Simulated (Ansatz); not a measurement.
Complex (SMILES): Cl (HCl) with C#N (CH-N), atoms 1 to 2 the first; geometry from B3LYP-D3(BJ)/def2-TZVP, monomers rigid:
```xyz
5

Cl     0.5827     0.3550    -0.5709
H     -0.2332    -0.1068     0.3213
C     -2.2420    -1.2590     2.4984
N     -1.5177    -0.8394     1.7187
H     -2.9178    -1.6506     3.2258
```

Interaction energy at B3LYP with Ansatz (an electronic-structure program), kcal/mol, without and with the counterpoise correction (monomers among the partner's ghost functions). Cartesian d functions, on some or all atoms, in 6-31G**; all else is spherical. The program fits the integrals of some runs and decomposes those of others, by size. No added dispersion term, no relativity. Reference, counterpoise-corrected: the value in aug-pcseg-3, -3.96.

```csv
basis,functions,uncorrected
3-21G,35,-8.75
pcseg-0,35,-6.78
6-31G**,59,-5.46
def2-SVPD,83,-5.49
aug-pcseg-2,188,-4.10
cc-pV(Q+d)Z,234,-4.09
def2-QZVPP,244,-4.02
def2-QZVP,244,-4.02
```

Task: How large is the counterpoise correction in each set?

Result: 3-21G 2.52, pcseg-0 1.17, 6-31G** 0.82, def2-SVPD 1.17, aug-pcseg-2 0.12, cc-pV(Q+d)Z 0.13, def2-QZVPP 0.06, def2-QZVP 0.06 kcal/mol. The corrected value lies nearer the reference in 8 of 8 rows.
